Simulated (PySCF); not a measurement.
GeH5NSi (calculated)

Calculation on a computer-drawn molecule: optimised geometry and harmonic frequencies of an isolated molecule of the commonest isotopes, restricted reference for singlets and unrestricted otherwise, frozen core in MP2; on germanium a core potential holds 10 electrons, which the energies leave out, and 3d is frozen in MP2 and coupled-cluster steps. Program: PySCF 2.14.0.

GeH5NSi

Start structure:
```xyz
8
GeH5NSi
Si    -0.6176    -1.3193     0.6211
N      0.6208    -1.4899    -0.4941
Ge     1.0913    -0.6229    -1.9579
H     -1.2701    -0.1410    -0.0933
H      1.3140    -2.2957    -0.2223
H      2.2400    -1.1890    -2.5700
H      1.2155     0.8750    -1.5880
H     -0.1334    -0.7047    -2.9153
```

Here we set charge 0, multiplicity 1, method HF, basis cc-pV(D+d)Z and basis and core potential on germanium cc-pVDZ-PP ECP10MDF.

Drawn bonds:
```tsv
atom	other atom	order
1	2	1
2	3	1
1	4	1
2	5	1
3	6	1
3	7	1
3	8	1
```

To be estimated
1. What total energy does the calculation give for GeH5NSi?
2. GeH5NSi: rotational constants?
3. Give the table of modes values for GeH5NSi.

Answers
1. -639.6566 hartree
2. 28.19, 2.142, 2.042 GHz
3. 
Modes:
```tsv
frequency (cm⁻¹)	reduced mass (dalton)
58.53	1.174
192.7	4.932
285.5	1.552
551.9	3.205
686.6	1.166
687.2	1.328
748.3	1.038
889.7	1.765
952.2	1.022
964	1.046
970.2	1.199
998.9	1.489
1316	1.272
2075	1.042
2226	1.022
2236	1.024
2257	1.012
3774	1.075
```

Further results for GeH5NSi:

* convergence status largest gradient component: 3.884e-05 hartree/bohr

Optimised structure:
```xyz
8
GeH5NSi
Si    -0.6484    -1.3418     0.6788
N      0.6341    -1.5282    -0.4390
Ge     1.0373    -0.5779    -1.9900
H     -1.3126    -0.1639    -0.0291
H      1.2844    -2.2686    -0.2367
H      2.3065    -1.2001    -2.5807
H      1.2799     0.8904    -1.6433
H     -0.1207    -0.6973    -2.9798
```
